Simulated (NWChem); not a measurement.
HfH2F2; SMILES [HfH2]([F])[F]

```xyz
5

Hf     0.0000     0.0000    -0.1751
F      1.6017     0.0000     0.8401
F     -1.6017     0.0000     0.8401
H      0.0000    -1.4915    -1.2578
H      0.0000     1.4915    -1.2578
```
Atoms are numbered in this order, from 1.

Structure relaxed at the PBE0/def2-SVP level. def2 effective core potentials on Hf; no spin-orbit coupling.

Symmetry labels are those of C2v in the frame above (b1 and b2, or b-type labels, depend on it).

**Question.** List the 6 lowest vertical singlet excitations from PBE/def2-SVP with def2 effective core potentials on Hf, TDA (NWChem).

**Answer.** 
| state | energy (eV) | oscillator strength | symmetry | leading excitation (squared amplitude) |
|---|---|---|---|---|
| S1 | 4.42 | 0.000 | b2 | HOMO → LUMO (1.00) |
| S2 | 5.22 | 0.006 | b1 | HOMO → LUMO+1 (0.99) |
| S3 | 5.57 | 0.044 | a1 | HOMO−1 → LUMO (0.97) |
| S4 | 5.82 | 0.000 | a2 | HOMO−1 → LUMO+1 (0.69) |
| S5 | 6.16 | 0.000 | a2 | HOMO → LUMO+3 (0.69) |
| S6 | 6.35 | 0.011 | a1 | HOMO → LUMO+2 (0.85) |
